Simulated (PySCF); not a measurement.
**Electron correlation in Cr²⁺ (chromium, charge +2)**

[Ar] 3d3 4p1, one real determinant (an excited configuration). Calculation: PySCF 2.14, in ANO-RCC-VTZP; the spin-free X2C one-electron Hamiltonian (Gaussian nucleus). Frozen: [Ne]; 12 electrons correlated.

```
  level  correlation energy (mhartree)
   CCSD                        -352.33
    (T)                          -6.63
CCSD(T)                        -358.96
```

Diagnostics: T1 = 0.0065, D1 = 0.0251, largest double amplitude 0.032.

Is a single reference adequate?

Yes: T1 lies below 0.03 and no double amplitude reaches 0.07.

The reference is one real determinant that mixes LS terms of this configuration.
